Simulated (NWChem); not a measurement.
Species: BeHOI; SMILES [OH][Be][I]

All runs: NWChem. Geometry: optimised at PBE0/def2-SVP. Not confirmed as a minimum by frequencies. def2 effective core potentials on I; no spin-orbit coupling. One conformer.

Diagonal of the polarisability tensor at CAM-B3LYP/def2-SVPD, static: 45.92, 66.98, 45.92 bohr³.

Q: Find the mean polarisability volume, the molar refraction, and the refractive index that an ideal gas of it would have at 273.15 K and 1 atm.

A: 
1. Mean: one third of the trace = 52.94 bohr³ × 0.14818 Å³/bohr³ = 7.84 Å³.
2. Molar refraction (Lorentz-Lorenz): (4π/3) N_A α = 19.8 cm³/mol.
3. Number density p/kT = 2.687 × 10⁻⁵ Å⁻³; n − 1 = 2π N α = 13.24 × 10⁻⁴.
4. These hold the electronic response alone: vibrational and orientational terms add to the static dielectric constant.
